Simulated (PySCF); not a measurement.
# Dipole response of Tl²⁺ (thallium, charge +2)

[Xe] 4f14 5d10 6s1, 2S determinant. All numbers are calculated (PySCF 2.14, scalar relativity through the core potential, in aug-cc-pVQZ-PP with one added diffuse shell each of s, p, d, f, g type with ECP60MDF (8s8p6d4f3g, 117 functions)). Coupled (time-dependent) response in atomic units; α is the mean over directions.

```tsv
method	mean α (bohr³)	C₆ (like pair)	S(−4)
UHF	14.64	86.97	102.2
PBE	12.13	76.04	51.81
```

S(−4) is the Cauchy moment in α(ω) = α(0) + S(−4) ω² + …

α(iu) at UHF:

```csv
u (hartree),α(iu) (bohr³)
0,14.64
0.0500,14.39
0.100,13.71
0.200,11.73
0.300,9.807
0.500,7.149
0.750,5.304
1.00,4.190
1.50,2.861
2.00,2.076
3.00,1.214
5.00,0.5387
```

For an ion, C₆ is the dispersion term alone; charge-induced terms of lower order in 1/R come first.

Energies and moments cover only the electrons outside the core potential. Spin-orbit coupling, which splits the p, d and f shells strongly at this Z, is absent.
